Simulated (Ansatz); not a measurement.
(CaO)n off: r2SCAN-D4/def2-TZVP single points in Ansatz on relaxed structures, gas phase. Each cluster is the lowest isomer that a short search found in that spin, judged at the geometry's level, and lower ones may exist. Binding counts from free atoms in the multiplicity of their measured ground term, without zero-point energy. The structures are stationary points that may keep the symmetry of their start. Remarks come from the PBE and PBE0 runs and from stability tests at other levels; not every state was tested.

```
                 species  atoms    state            geometry  HOMO (eV)  LUMO (eV)  gap (eV)  binding per atom (eV)  point group (within 0.1 Å)                        remarks
Ca2O3 (with an O–O bond)      5  singlet  r2SCAN-D4/def2-SVP      -3.72      -0.96      2.76                   3.70                         C2v                              –
Ca6O5 (with an O–O bond)     11  singlet     PBE-D4/def2-SVP      -2.87      -1.89      0.99                   3.83                           –  restricted SCF unstable in HF
```

(1) Estimate the rows for Ca4O3 (singlet, r2SCAN-D4/def2-SVP geometry).

(1) 
```json
{"species": "Ca4O3", "atoms": "7", "state": "singlet", "geometry": "r2SCAN-D4/def2-SVP", "HOMO (eV)": "-2.51", "LUMO (eV)": "-1.39", "gap (eV)": "1.12", "binding per atom (eV)": "3.98", "point group (within 0.1 Å)": "C3v", "remarks": "restricted SCF unstable in HF"}
```

The gap (eV) runs from 0.99 (Ca6O5 (with an O–O bond)) to 2.76 (Ca2O3 (with an O–O bond)). The binding per atom (eV) runs from 3.70 (Ca2O3 (with an O–O bond)) to 3.98 (Ca4O3).
